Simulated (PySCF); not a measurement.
CaI₂: BP86 against PBE0

Base calculation in PySCF with density fitting and no spin–orbit coupling, BP86/def2-TZVP (scalar-relativistic core potentials): singlet, D∞h, Ca–I 2.831 Å (×2); wavenumbers 43 (×2), 121, 305 cm⁻¹; gap between the highest occupied and lowest empty levels 3.41 eV, polar-tensor charge of Ca 1.44 e, atomisation energy (no zero-point energy) 683 kJ/mol.

Question: What changes on going to PBE0/def2-TZVP (scalar-relativistic core potentials)?

Answer: The point group stays the same. Changes: mean bond to Ca -0.006 Å, highest wavenumber +8 cm⁻¹, lowest wavenumber +1 cm⁻¹, gap between the highest occupied and lowest empty levels +1.63 eV, polar-tensor charge of Ca +0.03 e, atomisation energy (no zero-point energy) +6 kJ/mol. The new structure has Ca–I 2.825 Å (×2), with wavenumbers 44 (×2), 124, 313 cm⁻¹.

Only the bonding shown was studied: isomers, or loss of a ligand pair, can lie lower.
